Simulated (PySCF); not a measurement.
B(Cl)2(NH2) (BCl2H2N), SMILES NB(Cl)Cl.

Coordinates come from a ωB97X-D3(BJ)/def2-SVP optimisation. Other conformers were not sampled.

Calculation: TDDFT-B3LYP/def2-SVPD (PySCF 2.14.0).

Vertical excitations. The molecule is in vacuum. State labels are in the subgroup C2v.

Computed lowest excited states:
```csv
state,symmetry,energy (eV),λ (nm),f,main pairs
S1,A2,7.04,176,0.000,HOMO−1→LUMO+1 100 %
S2,B1,7.11,174,0.002,HOMO→LUMO 99 %
S3,B2,7.48,166,0.027,HOMO−1→LUMO 99 %
S4,A1,7.55,164,0.163,HOMO→LUMO+1 92 %
S5,B1,7.71,161,0.000,HOMO−3→LUMO+1 100 %
S6,B2,7.83,158,0.115,HOMO−2→LUMO+1 92 %
S7,A2,7.86,158,0.000,HOMO−2→LUMO 98 %
S8,A1,8.25,150,0.169,HOMO−3→LUMO 94 %
S9,B1,8.37,148,0.028,HOMO→LUMO+2 95 %
S10,A2,8.43,147,0.000,HOMO→LUMO+3 96 %
T1,A1,6.13,202,0,HOMO→LUMO+1 96 %
T2,B1,6.89,180,0,HOMO→LUMO 95 %
T3,A2,6.90,180,0,HOMO−1→LUMO+1 99 %
T4,B2,7.13,174,0,HOMO−2→LUMO+1 99 %
```
Triplets are in the Tamm–Dancoff approximation, which puts them higher than full response would, so one can lie above its singlet here.
